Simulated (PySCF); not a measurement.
V⁺: excitation energy

V⁺ [Ar] 3d4 (5D) → V⁺ [Ar] 3d3 4p1 (high-spin determinant), as a difference of total energies. All numbers are calculated (PySCF 2.14, no relativity, point nucleus, in aug-cc-pVTZ (8s7p5d3f2g, 93 functions)). Correlated levels: valence: [Ar] frozen. The calculations carry no spin-orbit coupling.

```json
{"method": "UHF", "excitation energy (eV)": "3.594"}
{"method": "LDA", "excitation energy (eV)": "4.992"}
{"method": "PBE", "excitation energy (eV)": "4.669"}
{"method": "PBE0", "excitation energy (eV)": "4.556"}
{"method": "B2PLYP", "excitation energy (eV)": "4.369"}
{"method": "wB97X-V", "excitation energy (eV)": "4.640"}
{"method": "r2SCAN0", "excitation energy (eV)": "4.369"}
{"method": "M06", "excitation energy (eV)": "4.858"}
{"method": "MP2 (valence)", "excitation energy (eV)": "4.158"}
{"method": "SCS-MP2 (valence)", "excitation energy (eV)": "3.782"}
```

Task: How much does correlation contribute at MP2 (valence)?

Result: 4.158 − (3.594) = 0.564 eV, measured against UHF.

A first-order spin-orbit estimate (lowest level to lowest level, LS coupling) adds -0.028 eV.

The determinant of the upper state mixes LS terms, which raises its energy above the lowest term, most at the Hartree-Fock and MP2 levels.
